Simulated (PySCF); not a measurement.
**Shapes and spin states of OsS(OH)₂**

Method: PySCF, B3LYP, basis Os def2-SVP with ECP60, S def2-SVP, O def2-SVP, H def2-SVP (scalar-relativistic core potentials, no spin–orbit coupling, density fitting).

Relaxations began from a few typed shapes and spin states; open shells are unrestricted. The search is not exhaustive: other isomers or separated fragments can lie lower, and high-lying points may rest on an excited occupation.

(1) Order these stationary points by electronic energy, lowest first, in kJ/mol from the lowest minimum.
A. triplet Cs: Os–O 1.864 Å (×2), Os–S 2.104 Å, O–H 0.972 Å (×2); H–O–Os 118.8° (×2), O–Os–O 131.1°, O–Os–S 114.2° (×2)
B. singlet (closed shell, unstable to spin polarisation) Cs: Os–O 1.874 Å (×2), Os–S 2.065 Å, O–H 0.973 Å (×2); H–O–Os 115.1° (×2), O–Os–O 114.5°, O–Os–S 122.4° (×2)
C. triplet C2: Os–O 1.866 Å (×2), Os–S 2.103 Å, O–H 0.972 Å (×2); H–O–Os 118.3° (×2), O–Os–O 129.6°, O–Os–S 115.2° (×2)
D. quintet C2v: Os–O 1.931 Å (×2), Os–S 2.154 Å, O–H 0.968 Å (×2); H–O–Os 123.7° (×2), O–Os–O 153.9°, O–Os–S 103.1° (×2)
E. singlet Cs: Os–O 1.872 Å, Os–O 1.916 Å, Os–S 2.055 Å, O–H 0.967 Å, O–H 0.971 Å; H–O–Os 112.0°, H–O–Os 131.0°, O–Os–O 107.7°, O–Os–S 119.0°, O–Os–S 133.3°

(2) Which of them are minima?

Results:

(1) A (0.0), C (1.5), B (19.3), D (94.5), E (103.4).

(2) By energy in kJ/mol, 0.0: minimum; 1.5: minimum; 19.3: minimum of the closed-shell surface only; 94.5: minimum; 103.4: saddle point, 2 imaginary modes.

For the lowest minimum: other spin states or occupations of the open shell can lie lower. No spin–orbit coupling is included, which matters more the heavier the element.
